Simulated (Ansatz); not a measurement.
Stepwise reaction of `O[SiH2][Al]([OH])[OH]` with hydrogen, as a gas-phase model of exchange steps in deposition or etching. ΔE in kJ/mol.

Isolated molecules relaxed with PBE0-D4/def2-TZVP in Ansatz; ΔE leaves out vibrations. CCSD(T)/CBS is the MP2 limit (def2-TZVPP, def2-QZVPP) plus CCSD(T) − MP2 in def2-TZVPP, frozen cores. This one scheme is used for every species. DFT in def2-TZVPP. B3LYP here is the variant with VWN-RPA as its local correlation; programs differ in this. One conformer a species, not always the lowest.

| step | reaction | PBE-D4 | B3LYP-D4 | ωB97M-V | CCSD(T)/CBS |
| --- | --- | --- | --- | --- | --- |
| 2 | `[OH][Al]([OH])[SiH3]` + H₂ → `[OH][AlH][SiH3]` + H₂O | 118.9 | 125.8 | 123.8 | 123.3 |
| 3 | `[OH][AlH][SiH3]` + H₂ → `[AlH2][SiH3]` + H₂O | 121.4 | 126.7 | 124.8 | 123.7 |

(1) Give the row of step 1, `O[SiH2][Al]([OH])[OH]` + H₂ → `[OH][Al]([OH])[SiH3]` + H₂O. (Best estimate.)

(2) By hand: ΔE of the 3 steps together at CCSD(T)/CBS.

Results:

(1) Computed: 
```json
{"step": "1", "reaction": "`O[SiH2][Al]([OH])[OH]` + H₂ → `[OH][Al]([OH])[SiH3]` + H₂O", "PBE-D4": "48.5", "B3LYP-D4": "54.7", "ωB97M-V": "53.5", "CCSD(T)/CBS": "50.4"}
```

(2) (50.4) + (123.3) + (123.7) = 297.4 kJ/mol, or 99.1 kJ/mol a step.

In ΔE step 1 is the lowest and step 3 the highest. All are uphill at CCSD(T)/CBS. PBE-D4 differs from CCSD(T)/CBS by -4.4 to -1.9 kJ/mol a step. Isolated molecules leave out the surface, adducts and barriers. Largest T1 diagnostic: 0.014.
